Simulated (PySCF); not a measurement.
## Krypton: a sound run and one with changed settings

Sound run: Kr²⁺ [Ar] 3d10 4s2 4p4, Kr³⁺ [Ar] 3d10 4s2 4p3. Computed with PySCF 2.14 in pcseg-2, with no relativity, point nucleus. In the sound run the correlated levels freeze [Ar] 3d10. The sound run starts from symmetry-adapted Hartree-Fock orbitals and uses a fine grid where one is needed.

Changed run: initial guess minao, at most 50 SCF cycles, level shift 2.0 hartree.

```csv
species,method,sound run (hartree),changed run (hartree),converged
Kr²⁺,UHF,-2750.68844,-2750.68844,yes
Kr²⁺,M06-2X,-2752.47283,-2752.47283,yes
Kr²⁺,B3LYP,-2752.41670,-2752.41670,yes
Kr²⁺,MP2,-2750.79514,-2750.73697,yes
Kr²⁺,CCSD(T),-2750.81829,-2750.81829,yes
Kr³⁺,UHF,-2749.42722,-2749.42722,yes
Kr³⁺,M06-2X,-2751.17500,-2751.17500,yes
Kr³⁺,B3LYP,-2751.10446,-2751.10446,yes
Kr³⁺,MP2,-2749.50872,-2749.46370,yes
Kr³⁺,CCSD(T),-2749.52673,-2749.52673,yes
```

Ionisation energy of Kr²⁺:

```json
{"method": "UHF", "sound run (eV)": "34.319", "changed run (eV)": "34.319"}
{"method": "M06-2X", "sound run (eV)": "35.316", "changed run (eV)": "35.316"}
{"method": "B3LYP", "sound run (eV)": "35.708", "changed run (eV)": "35.708"}
{"method": "MP2", "sound run (eV)": "35.005", "changed run (eV)": "34.647"}
{"method": "SCS-MP2", "sound run (eV)": "35.074", "changed run (eV)": "34.689"}
{"method": "CCSD", "sound run (eV)": "35.123", "changed run (eV)": "35.123"}
{"method": "CCSD(T)", "sound run (eV)": "35.145", "changed run (eV)": "35.145"}
```

A level shift leaves the converged SCF energy unchanged but raises the virtual orbital energies, which shrinks MP2 if it is not removed.

For comparison, NIST gives 35.838 ± 0.02 eV between the lowest levels.
